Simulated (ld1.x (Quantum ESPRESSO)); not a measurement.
# Ta: excitation energies, all-electron against ultrasoft

Ta, ultrasoft, made with ld1.x (Quantum ESPRESSO) 7.5 (PBE, scalar-relativistic). Core [Xe] 4f14, reference 5d3 6s0.5 6p0 (charge +1.5). Waves: 6s (bound): rcut 2.10, rcutus 2.65 bohr; 6s channel at 1 Ry: rcut 2.10, rcutus 2.65 bohr; 6p (bound, empty): rcut 3.15, rcutus 3.90 bohr; 6p channel at -0.4 Ry: rcut 3.15, rcutus 3.90 bohr; 5d (bound): rcut 1.55, rcutus 1.75 bohr; 5d channel at -0.7 Ry: rcut 1.55, rcutus 1.75 bohr. Local part: all-electron potential smoothed inside 3.35 bohr (lloc = -1). Core correction: Bessel-smoothed model core, default radius (core density twice the valence density). Augmentation charge: PSQ, inside the norm-conserving radii.

Energies are relative to the spin-unpolarised reference configuration 5d3 6s0.5 6p0; without spin polarisation the order of configurations can differ from experiment. The frozen-core shift is the all-electron ΔE with the core orbitals held at their reference shape minus the fully relaxed ΔE.

```
valence configuration  charge  ΔE all-electron (eV)  error AE − PS (meV)  frozen-core shift (meV)
          5d3 6s2 6p0       0               -15.102                 -8.5                     +0.3
          5d3 6s1 6p0      +1                -6.635                 -0.8                     -0.8
          5d3 6s0 6p0      +2                 8.337                 -8.0                     +5.0
          5d2 6s2 6p0      +1                -7.421                  -32                      +33
          5d3 6s0 6p1      +1                -1.556                 -4.1                     -0.7
          5d2 6s2 6p1       0               -12.116                  -47                      +35
```

What are ΔE and the potential's error for 5d1 6s0 6p0?

ΔE = 66.983 eV all-electron; the error (AE − PS) is -940 meV.

Levels in the configuration 5d3 6s1 6p0:

```json
{"level": "5d", "all-electron (eV)": "-10.486", "pseudo (eV)": "-10.471"}
{"level": "6s", "all-electron (eV)": "-11.620", "pseudo (eV)": "-11.610"}
```

A variational frozen-core shift is positive and of second order in the change. This column holds negative values, so the frozen-core run of ld1.x carries numerical noise or an error of first order here, and the column gives no more than the rough size of the effect.
